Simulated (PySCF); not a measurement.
## Molecular orbitals of NiI

PBE at R = 2.383 Å; basis Ni def2-TZVPP, I def2-TZVPP with ECP28; scalar-relativistic core potentials; PySCF 2.14. State: ²Δ (doublet), unpaired electrons δ ↑. Only the outer orbitals are listed, counted within each symmetry, core potentials removing the inner ones.

```json
{"spin": "α", "orbital": "2δ", "occ.": "1", "ε (eV)": "-8.02", "on Ni (%)": "100", "main shells (%)": "100 Ni d"}
{"spin": "α", "orbital": "10σ", "occ.": "1", "ε (eV)": "-8.00", "on Ni (%)": "38", "main shells (%)": "59 I p, 24 Ni d, 13 Ni s"}
{"spin": "α", "orbital": "5π", "occ.": "1", "ε (eV)": "-6.94", "on Ni (%)": "66", "main shells (%)": "65 Ni d, 34 I p"}
{"spin": "α", "orbital": "5π", "occ.": "1", "ε (eV)": "-6.94", "on Ni (%)": "66", "main shells (%)": "65 Ni d, 34 I p"}
{"spin": "α", "orbital": "2δ", "occ.": "1", "ε (eV)": "-6.85", "on Ni (%)": "100", "main shells (%)": "100 Ni d"}
{"spin": "α", "orbital": "11σ", "occ.": "1", "ε (eV)": "-6.01", "on Ni (%)": "89", "main shells (%)": "69 Ni d, 19 Ni s, 11 I p"}
{"spin": "α", "orbital": "6π", "occ.": "1", "ε (eV)": "-5.65", "on Ni (%)": "37", "main shells (%)": "63 I p, 34 Ni d"}
{"spin": "α", "orbital": "6π", "occ.": "1", "ε (eV)": "-5.65", "on Ni (%)": "37", "main shells (%)": "63 I p, 34 Ni d"}
{"spin": "α", "orbital": "12σ", "occ.": "0", "ε (eV)": "-3.77", "on Ni (%)": "84", "main shells (%)": "61 Ni s, 19 Ni p, 16 I p"}
{"spin": "α", "orbital": "7π", "occ.": "0", "ε (eV)": "-0.35", "on Ni (%)": "91", "main shells (%)": "90 Ni p"}
{"spin": "α", "orbital": "7π", "occ.": "0", "ε (eV)": "-0.35", "on Ni (%)": "91", "main shells (%)": "90 Ni p"}
{"spin": "β", "orbital": "10σ", "occ.": "1", "ε (eV)": "-7.85", "on Ni (%)": "30", "main shells (%)": "68 I p, 15 Ni d, 14 Ni s"}
{"spin": "β", "orbital": "5π", "occ.": "1", "ε (eV)": "-6.64", "on Ni (%)": "43", "main shells (%)": "56 I p, 42 Ni d"}
{"spin": "β", "orbital": "5π", "occ.": "1", "ε (eV)": "-6.64", "on Ni (%)": "43", "main shells (%)": "56 I p, 42 Ni d"}
{"spin": "β", "orbital": "2δ", "occ.": "1", "ε (eV)": "-6.46", "on Ni (%)": "100", "main shells (%)": "100 Ni d"}
{"spin": "β", "orbital": "11σ", "occ.": "1", "ε (eV)": "-5.36", "on Ni (%)": "95", "main shells (%)": "75 Ni d, 20 Ni s"}
{"spin": "β", "orbital": "6π", "occ.": "1", "ε (eV)": "-5.34", "on Ni (%)": "60", "main shells (%)": "58 Ni d, 40 I p"}
{"spin": "β", "orbital": "6π", "occ.": "1", "ε (eV)": "-5.34", "on Ni (%)": "60", "main shells (%)": "58 Ni d, 40 I p"}
{"spin": "β", "orbital": "2δ", "occ.": "0", "ε (eV)": "-5.30", "on Ni (%)": "100", "main shells (%)": "100 Ni d"}
{"spin": "β", "orbital": "12σ", "occ.": "0", "ε (eV)": "-3.62", "on Ni (%)": "85", "main shells (%)": "58 Ni s, 20 Ni p, 15 I p"}
{"spin": "β", "orbital": "7π", "occ.": "0", "ε (eV)": "-0.23", "on Ni (%)": "91", "main shells (%)": "89 Ni p"}
```

**Question.** Which are the highest filled and the lowest empty level, where do they sit, and how wide is the gap?

**Answer.** Highest filled β 6π at -5.34 eV (in %: 58 Ni d, 40 I p); lowest empty β 2δ at -5.30 eV (in %: 100 Ni d); the gap at PBE is 0.04 eV.

```json
{
  "bond order (Mayer)": "1.18",
  "⟨S²⟩": "0.757",
  "charge on Ni (Mulliken, basis-dependent)": "0.31",
  "charge on Ni (Löwdin, basis-dependent)": "-0.09",
  "dipole moment (positive dipole means Ni(−)I(+))": "-3.76 D",
  "polarisability along the bond": "86.8 bohr³",
  "polarisability across the bond": "48.3 bohr³"
}
```

Spin–orbit coupling is left out. With d or f electrons several states lie close, and the lowest PBE0 determinant need not be the measured ground state.
